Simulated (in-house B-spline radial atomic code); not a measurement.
**Neutral copper: [Ar] 3d10 4s1**

Computed with a B-spline radial code for spherical atoms: non-relativistic B3LYP, spin-polarised, spherical fractional occupations, exact exchange averaged over the configuration, point nucleus.

Screening seen three ways: the hydrogenic charge with the same mean radius, Z_r = [3n² - l(l+1)]/(2<r>), the one with the same energy, Z_e = n√(-2ε), and Slater's rules. Values are occupation-weighted means over spin.

```
shell  electrons   ε (eV)  <r> (bohr)    Z_r    Z_e  Slater
   1s          2  -8787.3      0.0529  28.35  25.41   28.70
   2s          2  -1054.2      0.2385  25.16  17.60   24.85
   2p          6  -923.64      0.2077  24.07  16.48   24.85
   3s          2  -115.99      0.7225  18.69   8.76   17.75
   3p          6  -75.028      0.7548  16.56   7.04   17.75
   3d         10  -6.9572       1.029  10.21   2.15    7.85
   4s          1  -5.3264       2.998   8.01   2.50    3.70
```

The least bound orbital is 4s up at -5.326 eV, and it is also the most diffuse (<r> = 2.998 bohr).
